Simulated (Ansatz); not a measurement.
Start from `C=CC(=C)[TeH]` and change one atom or group to get `C=C(Cl)[TeH]`.

Ansatz, PBE0-D4/def2-TZVP geometries, multiplicity 1. Each molecule was computed in one conformer, which needn't be the lowest.

Elements past krypton have def2 core potentials.

```tsv
property	`C=CC(=C)[TeH]`
HOMO energy (ωB97M-V/def2-TZVPP) / eV	-8.27
size of the dipole moment (PBE/def2-TZVPP) / D	0.87
LUMO energy (PBE0/def2-TZVPP) / eV	-1.21
LUMO energy (B3LYP/def2-TZVPP) / eV	-1.40
HOMO energy (PBE0/def2-TZVPP) / eV	-6.18
size of the dipole moment (ωB97M-V/def2-TZVPP) / D	0.85
```

Question: What does the change do to each property? (Estimate.)

Answer: Ansatz gave: 
```tsv
property	`C=C(Cl)[TeH]`	shift
HOMO energy (ωB97M-V/def2-TZVPP) / eV	-8.53	-0.26
size of the dipole moment (PBE/def2-TZVPP) / D	0.92	0.05
LUMO energy (PBE0/def2-TZVPP) / eV	-1.18	0.03
LUMO energy (B3LYP/def2-TZVPP) / eV	-1.40	0.00
HOMO energy (PBE0/def2-TZVPP) / eV	-6.44	-0.26
size of the dipole moment (ωB97M-V/def2-TZVPP) / D	1.06	0.21
```

Dipoles are sizes alone; their direction can turn.

B3LYP here is the variant with VWN-RPA as its local correlation; programs differ in this.

Spin–orbit coupling is left out; it splits and shifts lone-pair levels of the heavy atoms by tenths of an eV.
